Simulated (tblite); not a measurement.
Compound: C7H14Si.
Numbering: `[CH3:1][CH:2]([CH3:3])[C@@H:4]1[CH:5]=[CH:6][CH2:7][SiH2:8]1` (hydrogens: H9, H10, H11 on C1; H12 on C2; H13, H14, H15 on C3; H16 on C4; H17 on C5; H18 on C6; H19, H20 on C7; H21, H22 on Si8)

Structure used (GFN2-xTB), in Å, numbered top down from 1:
```xyz
22
C7H14Si angstrom
C     -2.2300   -1.0823   -0.0750
C     -1.3045   -0.0494    0.5602
C     -1.4278    1.2941   -0.1510
C      0.1452   -0.5554    0.5707
C      1.0679    0.4202    1.2476
C      2.1724    0.8055    0.6332
C      2.4719    0.2608   -0.7311
Si     0.9965   -0.8843   -1.1140
H     -1.9749   -1.2264   -1.1227
H     -3.2666   -0.7576   -0.0129
H     -2.1415   -2.0413    0.4313
H     -1.6162    0.0930    1.6042
H     -0.7634    2.0265    0.3020
H     -2.4486    1.6655   -0.0845
H     -1.1658    1.1972   -1.2016
H      0.1451   -1.4787    1.1642
H      0.7955    0.7781    2.2317
H      2.8755    1.4976    1.0765
H      3.4285   -0.2639   -0.7196
H      2.5846    1.0797   -1.4436
H      0.2623   -0.4671   -2.3129
H      1.3836   -2.2926   -1.2546
```

Computed values, GFN2-xTB/tblite, gas phase, harmonic and unscaled. Errors from tens to a few hundred cm⁻¹ against measured bands are possible. Modes of hydrogen on silicon can be 10 to 20 % off. One conformer, not necessarily the lowest.

Harmonic wavenumbers (cm⁻¹): 45.2, 87.6, 181.6, 194.0, 211.4, 223.4, 324.4, 342.5, 411.4, 444.9, 481.1, 516.5, 562.5, 647.4, 655.6, 689.1, 731.8, 790.0, 797.4, 824.7, 901.8, 905.9, 947.5, 978.2, 992.9, 1010.2, 1049.4, 1085.4, 1101.1, 1136.1, 1153.1, 1201.5, 1223.2, 1245.0, 1258.3, 1316.7, 1326.1, 1344.0, 1407.6, 1421.2, 1467.4, 1495.5, 1496.8, 1504.5, 1507.5, 1715.2, 2225.8, 2238.4, 2885.5, 2893.2, 2956.1, 2981.8, 3022.7, 3027.2, 3028.5, 3034.1, 3036.9, 3042.4, 3044.8, 3062.0.

A = 2713, B = 1312, C = 1098 MHz; mass 126.086 u (most abundant isotopes); point group C1, symmetry number 1.

Zero-point energy?

½Σν̃ = 40917 cm⁻¹ = 116.99 kcal/mol.

Entropy at 350 K, 1 bar (ideal gas, RRHO, classical rotation)?

Translation 41.23, rotation 29.28, vibration 32.14: S = 102.7 cal/(mol K).

And Cp and H(350 K) − H(0)?

Cp = 46.33 cal/(mol K), of which vibrations give 38.38 (their classical limit is 60 R = 119.2); H(350 K) − H(0) = 9.02 kcal/mol without the zero-point energy, 6.24 from vibrations.

Which modes carry the vibrational entropy at 350 K?

45.2 cm⁻¹: 5.33; 87.6 cm⁻¹: 4.03; 181.6 cm⁻¹: 2.61; 194.0 cm⁻¹: 2.49; 211.4 cm⁻¹: 2.33; 223.4 cm⁻¹: 2.22 cal/(mol K); the other 54 give 13.13 together.

What must be added to the electronic energy to get the Gibbs energy at 350 K and 1 bar?

ZPE + [H(350 K) − H(0)] − T·S = 116.99 + 9.02 − 35.93 = 90.08 kcal/mol.

Blend soft modes into free rotors: weight 1/[1 + (100 cm⁻¹/ν̃)⁴] for the oscillator and the rest for a rotor with moment μB/(μ + B), μ = h/(8π²ν), B = 10⁻⁴⁴ kg m². What vibrational entropy results?

30.10 cal/(mol K) in place of 32.14, which changes −T·S at 350 K by +0.71 kcal/mol.

How do the functions run with temperature in this model?

| T (K) | S (cal/(mol K)) | Cp (cal/(mol K)) | H − H(0) (kcal/mol) | G − H(0) (kcal/mol) | ln q(vib) |
| --- | --- | --- | --- | --- | --- |
| 150 | 75.1 | 22.4 | 2.18 | -9.08 | 2.38 |
| 250 | 89.2 | 34.1 | 5.00 | -17.31 | 4.71 |
| 298.15 | 95.7 | 40.0 | 6.78 | -21.77 | 5.90 |
| 400 | 109.2 | 52.1 | 11.48 | -32.21 | 8.50 |
| 600 | 134.1 | 70.9 | 23.89 | -56.58 | 13.82 |
| 900 | 166.6 | 89.2 | 48.14 | -101.84 | 21.68 |

q(vib) and H(0) count from the zero-point level.

Hindered rotation and anharmonicity are outside this model. Other conformers, if any are populated, would add a mixing term that is left out. The structure is chiral; the term R ln 2 for an equal mix with its mirror image is left out.
